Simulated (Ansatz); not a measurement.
Geometry optimisation, RKS PBE0/cc-pVDZ in Ansatz.

Input file:

```yaml
crystal:
  periodic: [false, false, false]
  atoms:
    - { symbol: C, position_ang: [0.9373, 0.2567, -1.4611] }
    - { symbol: Si, position_ang: [0.4609, 0.5302, 0.3067] }
    - { symbol: F, position_ang: [-0.3008, 1.954, 0.4681] }
    - { symbol: Cl, position_ang: [2.2563, 0.5418, 1.4257] }
    - { symbol: C, position_ang: [-0.703, -0.7968, 0.936] }
    - { symbol: O, position_ang: [-2.0192, -0.8591, 0.376] }
    - { symbol: H, position_ang: [1.5804, 1.0966, -1.8257] }
    - { symbol: H, position_ang: [1.4305, -0.6385, -1.6482] }
    - { symbol: H, position_ang: [-0.0058, 0.3349, -2.0551] }
    - { symbol: H, position_ang: [-0.8362, -0.6589, 2.0566] }
    - { symbol: H, position_ang: [-0.2481, -1.7687, 0.8283] }
    - { symbol: H, position_ang: [-2.4753, -0.0475, 0.6267] }
basis:
  gaussian: { orbitals: cc-pVDZ }
hamiltonian:
  xc: pbe0
relax:
  f_tol: 0.015
  max_steps: 40
```

Command:

```bash
$ ansatz run input.yaml --threads 2 --pin off --max-ram 3072MiB --backend cpu --events-out ev --progress --plain --runs-dir out
```

Question: Where does it end, and by what steps?

Answer: The run converged. After 11 steps the energy has fallen by 0.272 eV; H12 moved furthest, 0.33 Å.

```json
{"step": "0", "energy less start (eV)": "0.0000", "largest force component (eV/Å)": "3.185", "accepted": "yes"}
{"step": "1", "energy less start (eV)": "-0.2317", "largest force component (eV/Å)": "0.861", "accepted": "yes"}
{"step": "2", "energy less start (eV)": "-0.2594", "largest force component (eV/Å)": "0.284", "accepted": "yes"}
{"step": "3", "energy less start (eV)": "-0.2657", "largest force component (eV/Å)": "0.115", "accepted": "yes"}
{"step": "4", "energy less start (eV)": "-0.2692", "largest force component (eV/Å)": "0.120", "accepted": "yes"}
{"step": "5", "energy less start (eV)": "-0.2712", "largest force component (eV/Å)": "0.064", "accepted": "yes"}
{"step": "6", "energy less start (eV)": "-0.2719", "largest force component (eV/Å)": "0.045", "accepted": "yes"}
{"step": "7", "energy less start (eV)": "-0.2723", "largest force component (eV/Å)": "0.031", "accepted": "yes"}
{"step": "8", "energy less start (eV)": "-0.2723", "largest force component (eV/Å)": "0.016", "accepted": "yes"}
{"step": "9", "energy less start (eV)": "-0.2723", "largest force component (eV/Å)": "0.016", "accepted": "yes"}
{"step": "10", "energy less start (eV)": "-0.2724", "largest force component (eV/Å)": "0.019", "accepted": "yes"}
{"step": "11", "energy less start (eV)": "-0.2724", "largest force component (eV/Å)": "0.003", "accepted": "yes"}
```

```xyz
12
Properties=species:S:1:pos:R:3
C 0.907 0.272 -1.484
Si 0.466 0.452 0.308
F -0.380 1.863 0.490
Cl 2.179 0.620 1.474
C -0.706 -0.847 1.001
O -1.960 -0.677 0.353
H 1.399 1.182 -1.857
H 1.586 -0.582 -1.633
H -0.013 0.097 -2.063
H -0.776 -0.785 2.105
H -0.351 -1.862 0.763
H -2.274 0.210 0.577
```

Whether the end is a true minimum wasn't checked by a vibrational analysis.

The run took 63 s on 2 threads of Arm Neoverse V1, with other jobs on the host, peak memory 0.31 GiB.
